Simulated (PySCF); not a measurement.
# How the method changes the shape and vibrations of H4NSi anion

These are calculations, not measurements. The program is PySCF 2.14.0, an open-source quantum chemistry code, run on an isolated molecule that a program drew, which may never have been made. The molecule is H4NSi anion (charge -1, singlet), drawn as the SMILES string `N[SiH2-]`.

The geometry was optimised and harmonic frequencies were computed with HF and MP2, all in the aug-cc-pV(D+d)Z basis, for the commonest isotopes, with a restricted reference for singlets and an unrestricted one otherwise, and a frozen core in MP2. Each result is a local minimum of its method.

Geometry at the HF minimum:
```xyz
6
H4NSi anion, angstrom
N    -1.2972   -0.2132    0.0390
Si    0.2198    0.8058   -0.1539
H    -2.0785    0.1445   -0.4764
H    -1.6058   -0.3957    0.9769
H     1.2365   -0.1740    0.4586
H     0.1619    1.7215    1.0997
```

Lengths of the bonds as drawn, in Å (atoms numbered as above):
| bond | HF | MP2 |
|---|---|---|
| N1-Si2 | 1.838 | 1.870 |
| N1-H3 | 1.002 | 1.020 |
| N1-H4 | 1.004 | 1.023 |
| Si2-H5 | 1.539 | 1.541 |
| Si2-H6 | 1.554 | 1.554 |

Rotational constants, in GHz:
```
constant     HF    MP2
       A  83.03  81.55
       B  12.17  11.84
       C  12.06  11.72
```

Harmonic frequencies in cm^-1, each column in rising order, so a row needn't be the same motion in every method:
| rank | HF | MP2 |
|---|---|---|
| 1 | 283 | 269 |
| 2 | 538 | ? |
| 3 | 670 | 631 |
| 4 | 749 | 695 |
| 5 | 818 | 765 |
| 6 | 996 | 936 |
| 7 | 1037 | 985 |
| 8 | 1685 | 1545 |
| 9 | 1865 | 1866 |
| 10 | 1954 | 1944 |
| 11 | 3708 | 3484 |
| 12 | 3799 | 3598 |

**Estimate the missing MP2 frequency from the HF column.**

A single factor s that minimises the squared misfit of MP2 against s times HF over the other rows is sum(HF x MP2) / sum(HF^2) = 0.9508, with an rms misfit of 45 cm^-1. For rank 2 it gives 0.9508 x 538 = 512 cm^-1. The calculation gives 516 cm^-1, 4 cm^-1 above the estimate. The drawn bonds are on average 1.1 % longer in MP2 than in HF.
